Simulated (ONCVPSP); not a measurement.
## Configuration tests for cadmium (ONCV)

```
Element                 : Cd (Z = 48)
Generator               : ONCVPSP 4.0.1
Type                    : optimised norm-conserving Vanderbilt (ONCV)
Functional              : PBE
Relativity              : scalar-relativistic
Frozen core             : [Ar] 3d10
Valence charge          : 20
Reference configuration : 4s2 4p6 4d10 5s2
Partial waves           : 4s+5s: rc 1.60 bohr, ncon 3, nbas 6, qcut 8.5 1/bohr, 3 projectors, debl 1 Ha; 4p: rc 1.65 bohr, ncon 4, nbas 9, qcut 9.8 1/bohr, 2 projectors, debl 1.2 Ha; 4d: rc 1.05 bohr, ncon 4, nbas 8, qcut 9.5 1/bohr, local
Local potential         : the d channel
Core correction         : polynomial model core, fcfact 0.5
```

In the p channel the program set the typed energies aside and used -2.461, 0.250 Ha.

Energies are relative to the spin-unpolarised reference configuration 4s2 4p6 4d10 5s2; without spin polarisation the order of configurations can differ from experiment.

```tsv
valence configuration	charge	ΔE all-electron (eV)	error AE − PS (meV)
4s2 4p6 4d10 5s1	+1	9.273	-2.1
4s2 4p6 4d10 5s0	+2	26.399	-8.4
4s1 4p6 4d10 5s2	+1	113.516	-329
```

Question: What are ΔE and the potential's error for 4s2 4p6 4d9 5s0?

Answer: ΔE = 64.408 eV all-electron; the error (AE − PS) is -10 meV.

Levels in the configuration 4s2 4p6 4d10 5s1:

```json
{"level": "4s", "all-electron (eV)": "-114.755", "pseudo (eV)": "-114.777"}
{"level": "4p", "all-electron (eV)": "-75.820", "pseudo (eV)": "-75.828"}
{"level": "4d", "all-electron (eV)": "-20.510", "pseudo (eV)": "-20.509"}
{"level": "5s", "all-electron (eV)": "-13.058", "pseudo (eV)": "-13.060"}
```
